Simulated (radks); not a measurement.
Values are calculated unless marked as measured or tabulated.
Neutral terbium inside a hard spherical wall (all orbitals vanish at R), configuration held at [Xe] 4f9 6s2 and not refilled when levels cross. Level of theory: scalar-relativistic Kohn-Sham, LDA (Slater exchange, VWN5 correlation), spin-unpolarised, spherical densities, finite nucleus; Fermi nuclear charge, rms radius 5.06 fm (a radial shooting solver on a logarithmic mesh with Libxc functionals). Eigenvalues in eV, with the zero of energy where the potential of the charges vanishes at infinity; a dash marks a level that is unbound or too diffuse for the functional's potential to be trusted. A positive occupied level is held by the wall or, in an anion where self-interaction has pushed it up, behind a barrier. The pressure on the wall is -dE/dV.

| R (bohr) | E (hartree) | kinetic (hartree) | e(5s) | e(5p) | e(6s) | e(4f) | e(5d, empty) | e(6p, empty) | pressure (GPa) |
|---|---|---|---|---|---|---|---|---|---|
| free | -11700.3242 | 12587.837 | -47.623 | -24.956 | -3.850 | -3.247 | -1.464 | -1.219 | 0 |
| 20 | -11700.3242 | 12587.837 | -47.623 | -24.956 | -3.850 | -3.247 | -1.464 | -1.219 | < 0.0001 |
| 10 | -11700.3217 | 12587.859 | -47.466 | -24.802 | -3.723 | -3.094 | -1.309 | -0.866 | 0.0556 |
| 8 | -11700.3076 | 12587.950 | -46.972 | -24.316 | -3.254 | -2.607 | -0.829 | 0.044 | 0.572 |
| 6 | -11700.2149 | 12588.376 | -45.383 | -22.781 | -1.176 | -1.016 | 0.851 | 3.492 | 6.80 |
| 5 | -11700.0312 | 12589.098 | -43.598 | -21.092 | 2.119 | 0.845 | 2.991 | 8.494 | 28.2 |
| 4 | -11699.4397 | 12591.344 | -39.955 | -17.635 | 11.058 | 4.899 | 7.873 | 20.985 | 156 |
| 3.5 | -11698.6473 | 12594.356 | -36.379 | -14.090 | 21.467 | 9.112 | 13.018 | 34.510 | 436 |
| 2.5 | -11692.2573 | 12617.191 | -17.205 | 7.149 | 86.533 | 31.853 | 42.785 | 111.07 | 5480 |
| 2 | -11678.7006 | 12660.947 | 13.960 | 43.781 | 193.07 | 63.223 | 91.076 | 228.36 | 27200 |
| 1.5 | -11628.7899 | 12810.415 | 117.61 | 163.65 | 497.12 | 139.34 | 235.17 | 549.65 | 200000 |
